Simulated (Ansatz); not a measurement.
Program: Ansatz. Geometries: PBE0-D4/def2-TZVP. ΔE: electronic, gas phase. CBS: MP2 limit from def2 TZ/QZ plus the TZ coupled-cluster correction, frozen cores. This one scheme is used for every species. DFT in def2-TZVPP. B3LYP here is the variant with VWN-RPA as its local correlation; programs differ in this. One conformer a species, not always the lowest.

Consider the cleavage of the Si–Al bond: `O[SiH2][Al]([OH])[OH]` + `O[Si](O)(O)S` → `O[SiH2]S[Si](O)(O)O` + `[OH][AlH][OH]`.

| species | B3LYP-D4 energy (Eh) |
| --- | --- |
| `O[SiH2][Al]([OH])[OH]` | -760.94572 |
| `O[Si](O)(O)S` | -916.14321 |
| `O[SiH2]S[Si](O)(O)O` | -1282.21811 |
| `[OH][AlH][OH]` | -394.90346 |

(1) Work out ΔE.

Largest T1 diagnostic among the species: 0.013.

Results:

(1) ΔE = (-1282.21811) + (-394.90346) − (-760.94572) − (-916.14321) = -0.03264 Eh = -85.7 kJ/mol. CCSD(T)/CBS gives -87.1 kJ/mol.

The D4 term adds −13.2 kJ/mol with B3LYP and −7.0 kJ/mol with PBE0; it sums over pairs of atoms, weighted by their polarisabilities, and B3LYP, whose exchange is more repulsive, gets the larger term. From PBE to PBE0 (25 % exact exchange), in def2-TZVPP and without D4, ΔE moves by −4.9 kJ/mol. In def2-TZVPP, CCSD(T) changes the Hartree–Fock value by −6.8 kJ/mol (the triples alone add −3.4 kJ/mol) and MP2 by −18.9 kJ/mol.
